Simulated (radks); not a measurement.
Ionisation of the silicon ion Si+, [Ne] 3s2 3p1, to [Ne] 3s2 as the strength of local exchange is varied. Method: Dirac Kohn-Sham, Slater X-alpha exchange (alpha = 2/3 is LDA exchange), no correlation, spin-unpolarised, spherical densities, finite nucleus; open shells are shared between the two j in proportion to 2j + 1; Fermi nuclear charge, rms radius 3.1224 fm; computed with a radial shooting solver on a logarithmic mesh with Libxc functionals.

| alpha | E(Si+) (hartree) | exchange (hartree) | IE (eV) | -e of the level emptied (eV) | <r> of it (bohr) |
|---|---|---|---|---|---|
| 0.667 | -287.53318 | -18.33827 | 14.949 | 10.612 (3p3/2) | 2.498 |
| 0.712 | -288.77252 | -19.64288 | 15.381 | 11.010 (3p3/2) | 2.465 |
| 0.872 | -293.21357 | -24.35034 | 16.971 | 12.485 (3p3/2) | 2.354 |
| 0.935 | -294.97699 | -26.23336 | 17.619 | 13.090 (3p3/2) | 2.314 |
| 0.984 | -296.35431 | -27.70944 | 18.132 | 13.571 (3p3/2) | 2.285 |
| 1.008 | -297.03076 | -28.43608 | 18.386 | 13.809 (3p3/2) | 2.270 |
| 1.047 | -298.13256 | -29.62203 | 18.802 | 14.201 (3p3/2) | 2.247 |

NIST Atomic Spectra Database: 16.346 eV (measured). The Delta-SCF value meets it near alpha = 0.81. Spin polarisation and multiplet splitting are left out, so open shells lie too high by an amount that depends on their filling.

Beside tabulated values, note that spin-unpolarised runs miss the spin-polarisation part of the exchange energy of open shells.
